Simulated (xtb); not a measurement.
Si(H)(Cl)(Me)(OMe) (C2H7ClOSi), SMILES CO[SiH](C)Cl. All values are semi-empirical tight-binding results from xtb (GFN2-xTB unless named), good for trends rather than for accurate numbers. Geometry optimised at GFN2-xTB. One conformer was computed; it need not be the lowest.

```
Property                                         Value
---------------------------------------  -------------
orbital gap                                    6.63 eV
dipole moment                                   3.77 D
zero-point energy                        55.1 kcal/mol
G − E(el) at 298.15 K (modified RRHO)    34.2 kcal/mol
static polarisability (D4 model)            73.2 bohr³
solvation energy, GFN2-xTB/ALPB(water)   -1.7 kcal/mol
solvation energy, GFN2-xTB/ALPB(ch2cl2)  -5.2 kcal/mol
```
